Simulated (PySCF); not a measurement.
2-methylideneimidazole (C₄H₄N₂), SMILES C=C1N=CC=N1.

The structure is a stationary point at B3LYP-D3(BJ)/def2-SVP.

Two levels are set side by side: PBE/def2-TZVP (PySCF) and CAM-B3LYP/def2-TZVP (PySCF). Same geometry, gas phase. Differences are taken from unrounded values.

| quantity | PBE |
|---|---|
| orbital gap (eV) | 2.83 |
| highest occupied level (eV) | -6.50 |
| lowest empty level (eV) | -3.67 |
| dipole moment (D) | 0.49 |
| mean polarisability (bohr³) | 61.5 |

Question: These are the PBE values. What does CAM-B3LYP give? (The exact figures need the calculation; the answer reports its results.)

Answer: 
```csv
quantity,CAM-B3LYP,PBE minus CAM-B3LYP
orbital gap (eV),7.53,-4.70
highest occupied level (eV),-9.23,2.73
lowest empty level (eV),-1.70,-1.97
dipole moment (D),0.69,-0.21
mean polarisability (bohr³),61.0,0.4
```

PBE's occupied levels lie high since its potential decays too fast outside the molecule; exact exchange lowers them and widens the gap. Differences between two approximate levels are no errors against the true value.

Rough cost on one machine, each run with all the roots and properties that it gave: CAM-B3LYP against PBE within a factor of 2.
